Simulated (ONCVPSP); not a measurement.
**Cd, ONCV: configuration errors across variants**

```json
{"Element": "Cd (Z = 48)", "Generator": "ONCVPSP 4.0.1", "Type": "optimised norm-conserving Vanderbilt (ONCV)", "Functional": "PBE", "Relativity": "scalar-relativistic", "Frozen core": "[Ar] 3d10", "Valence charge": "20", "Reference configuration": "4s2 4p6 4d10 5s2", "Partial waves": "4s+5s: rc 1.65 bohr, ncon 4, nbas 7, qcut 8 1/bohr, 2 projectors; 4p: rc 1.15 bohr, ncon 4, nbas 7, qcut 12.1 1/bohr, 2 projectors, debl 1.7 Ha; 4d: rc 1.15 bohr, ncon 5, nbas 10, qcut 8.7 1/bohr, 3 projectors, debl 1.8 Ha", "Local potential": "polynomial inside 1.10 bohr (lpopt 3, dvloc0 6 Ha)", "Core correction": "Teter function, fcfact 4.25, rcfact 1.55"}
```

In the p channel the program set the typed energies aside and used -2.461, 0.250 Ha.

All-electron excitation energies from the reference (eV): (1) 4s2 4p6 4d10 5s1 9.273; (2) 4s2 4p6 4d10 5s0 26.399; (3) 4s2 4p6 4d9 5s0 64.408; (4) 4s2 4p6 4d8 5s0 118.470.

A true bound ghost makes a file unfit for plane-wave use even where its test errors are small: the radial tests pick states by their node count and pass the ghost by.

Errors AE − PS in meV (a dash: test not solved or not reliable):

| change | (1) | (2) | (3) | (4) | bound ghosts | GHOST(+) flags above zero |
| --- | --- | --- | --- | --- | --- | --- |
| base | -2.6 | -11 | -18 | -25 | s, d | d |
| s: qcut 9.3; p: qcut 14.1; d: qcut 10.2 | -2.2 | -8.1 | -13 | -17 | none | d |
| local potential polynomial inside 1.10 bohr (lpopt 3, dvloc0 7 Ha) | -2.4 | -9.7 | -14 | -17 | d | d |
| p: rc 0.84; local potential polynomial inside 0.84 bohr (lpopt 3, dvloc0 6 Ha) | -2.4 | -9.9 | -14 | -18 | p, d | s, d |

**Question.** Give the same row for: core correction Teter function, fcfact 6.3, rcfact 1.55.

**Answer.** -2.7, -11, -18, -25; bound ghosts: s, d; GHOST(+) flags above zero: d.
